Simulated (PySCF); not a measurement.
## Two-component Hartree-Fock for Dy(62+) (dysprosium, charge +62)

Start: [He] 2s2. Calculated with PySCF 2.14 in an even-tempered Gaussian basis (17 s from 45 bohr⁻², ratio 2.4; 13 p from 59 bohr⁻², ratio 2.4; 5 d from 180 bohr⁻², ratio 2.6; 4 f from 280 bohr⁻², ratio 2.6): generalised Hartree-Fock with the X2C-1e Hamiltonian and a Gaussian nucleus; one run each with spin-orbit coupling (SO) switched off, then screened by Boettger's factors.

```tsv
spinor shell	electrons	ε, spin-free (eV)	ε, screened SO (eV)	weight of nominal j (screened SO)	rms radius, screened SO (bohr)
1s1/2	2	-61089.7	-61089.7	1.000	0.0239
2s1/2	2	-14954.6	-14954.6	1.000	0.0924
```

```
   quantity    spin-free  screened SO
E (hartree)  -5704.62495  -5704.62495
        M_J            0            0
       ⟨J²⟩        0.000        0.000
       ⟨L²⟩        0.000        0.000
       ⟨S²⟩        0.000        0.000
```

Breit and QED terms are absent; they matter most for the inner s and p1/2 levels.

Densities and radii are taken from the X2C orbitals without a picture-change correction, which distorts them close to the nucleus.

Without spin-orbit coupling the j labels of p, d and f shells carry no meaning; the spin-free column gives the mean over the occupied spinors of each nl shell.
